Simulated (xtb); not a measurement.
Al(OH)3 (AlH3O3), SMILES [Al]([OH])([OH])[OH]. All values are semi-empirical tight-binding results from xtb (GFN2-xTB unless named), good for trends rather than for accurate numbers. The structure is a stationary point at GFN2-xTB. The isomer is the one that the SMILES or the coordinates give; other isomers of the formula were not compared. One conformer was computed; it need not be the lowest.

Optimised geometry:

```xyz
7

Al     0.0000     0.0000     0.0000
O      1.6499    -0.1750     0.0000
H      2.2543    -0.9040     0.0000
O     -0.9765    -1.3414     0.0000
H     -1.9100    -1.5003     0.0000
O     -0.6734     1.5163     0.0000
H     -0.3443     2.4043     0.0000
```
Charge 0, spin multiplicity 1.

For metal compounds this method's bond lengths and energies can be far off.

Question: Estimate the properties. (The exact figures need the calculation; the answer reports its results.)

Answer: 
```
Property                                       Value
-------------------------------------  -------------
point group as xtb finds it                      C3h
orbital gap                                  5.89 eV
zero-point energy                      24.3 kcal/mol
G − E(el) at 298.15 K (modified RRHO)   6.9 kcal/mol
```

Computed atomic charges and the Wiberg bond orders between heavy atoms:
charges (e) Al1 0.45, O2 -0.47, H3 0.32, O4 -0.47, H5 0.32, O6 -0.47, H7 0.32. Bond orders Al1–O2 1.32, Al1–O4 1.32, Al1–O6 1.32.
